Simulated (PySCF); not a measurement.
C₅H₉OP.
SMILES with atom numbers: `[CH2:1]=[CH:2][P@@H:3](=[O:4])/[CH:5]=[CH:6]\[CH3:7]` (hydrogens: H8, H9 on C1; H10 on C2; H11 on P3; H12 on C5; H13 on C6; H14, H15, H16 on C7)

The same species was optimised twice, with GFN2-xTB and with PBE0-D3(BJ)/def2-SVP (PySCF), and the same property calculations (PySCF, gas phase) were run on both structures.

```
     coordinate  GFN2-xTB  PBE0-D3(BJ)/def2-SVP  change
      P3=O4 (Å)     1.463                 1.496  +0.033
      C5=C6 (Å)     1.326                 1.339  +0.013
      C1=C2 (Å)     1.322                 1.334  +0.012
      C6–C7 (Å)     1.487                 1.492  +0.005
      C2–P3 (Å)     1.812                 1.808  -0.004
      P3–C5 (Å)     1.808                 1.809  +0.001
   C5–C6–C7 (°)     125.4                 127.3    +1.9
   O4–P3–C5 (°)     112.5                 113.9    +1.4
   C2–P3–C5 (°)     107.3                 106.1    -1.2
   C2–P3–O4 (°)     114.1                 113.4    -0.7
   P3–C5–C6 (°)     127.4                 128.0    +0.6
   C1–C2–P3 (°)     118.0                 118.2    +0.2
C1–C2–P3–O4 (°)        -2                     1      +3
C2–P3–C5–C6 (°)        67                    73      +6
```

Rotational constants: A = 3516, B = 1487, C = 1177 MHz (GFN2-xTB) against A = 3578, B = 1413, C = 1142 MHz (PBE0-D3(BJ)/def2-SVP). Point groups within 0.08 Å: C1 and C1. Atoms that the bonding makes alike are paired by their places after alignment.

On the GFN2-xTB structure: lowest singlet, TDDFT (eV) 6.02 [wB97X-D/def2-SVPD]; isotropic polarisability (au) 86.3 [wB97X-D/def2-SVPD]; HOMO (eV) -9.67 [wB97X-D/def2-SVPD]; LUMO (eV) 0.84 [wB97X-D/def2-SVPD]; dipole (D) 4.85 [wB97X-D/def2-SVPD]; HOMO (eV) -7.69 [PBE0/pcSseg-1]; LUMO (eV) -0.89 [PBE0/pcSseg-1]; dipole (D) 4.62 [PBE0/pcSseg-1]; GIAO shielding of C1 (ppm) 43.4 [PBE0/pcSseg-1]; GIAO shielding of C2 (ppm) 47.1 [PBE0/pcSseg-1]; GIAO shielding of P3 (ppm) 347.1 [PBE0/pcSseg-1]; GIAO shielding of O4 (ppm) 283.0 [PBE0/pcSseg-1]; GIAO shielding of C5 (ppm) 51.2 [PBE0/pcSseg-1]; GIAO shielding of C6 (ppm) 37.2 [PBE0/pcSseg-1]; GIAO shielding of C7 (ppm) 165.8 [PBE0/pcSseg-1].

Task: What do these properties become on the PBE0-D3(BJ)/def2-SVP structure?

Result: 
```csv
property,level,on GFN2-xTB,on PBE0-D3(BJ)/def2-SVP,change
"lowest singlet, TDDFT (eV)",wB97X-D/def2-SVPD,6.02,5.91,-0.11
isotropic polarisability (au),wB97X-D/def2-SVPD,86.3,88.8,+2.5
HOMO (eV),wB97X-D/def2-SVPD,-9.67,-9.63,+0.04
LUMO (eV),wB97X-D/def2-SVPD,0.84,0.72,-0.12
dipole (D),wB97X-D/def2-SVPD,4.85,4.97,+0.12
"energy, GFN2-xTB geometry as zero (kcal/mol)",wB97X-D/def2-SVPD,0.0,-2.4,-2.4
HOMO (eV),PBE0/pcSseg-1,-7.69,-7.65,+0.04
LUMO (eV),PBE0/pcSseg-1,-0.89,-1.00,-0.11
dipole (D),PBE0/pcSseg-1,4.62,4.72,+0.10
"energy, GFN2-xTB geometry as zero (kcal/mol)",PBE0/pcSseg-1,0.0,-2.0,-2.0
GIAO shielding of C1 (ppm),PBE0/pcSseg-1,43.4,39.4,-4.0
GIAO shielding of C2 (ppm),PBE0/pcSseg-1,47.1,44.7,-2.4
GIAO shielding of P3 (ppm),PBE0/pcSseg-1,347.1,342.2,-4.9
GIAO shielding of O4 (ppm),PBE0/pcSseg-1,283.0,276.7,-6.3
GIAO shielding of C5 (ppm),PBE0/pcSseg-1,51.2,49.8,-1.4
GIAO shielding of C6 (ppm),PBE0/pcSseg-1,37.2,34.7,-2.5
GIAO shielding of C7 (ppm),PBE0/pcSseg-1,165.8,165.4,-0.4
```

The heavy atoms differ by 0.068 Å rms after alignment. Among bonds between heavy atoms P3=O4 changes most (+0.033 Å). Changes are differences of the printed values. Neither structure is proved a minimum here.

The values belong to the conformer `[CH2:1]=[CH:2][P@@H:3](=[O:4])/[CH:5]=[CH:6]\[CH3:7]`: C1–C2–P3–O4 1°, C2–P3–C5–C6 73°.

The pairwise dispersion term of wB97X-D wasn't added to the energies; at a given geometry it leaves orbitals and properties as they are.
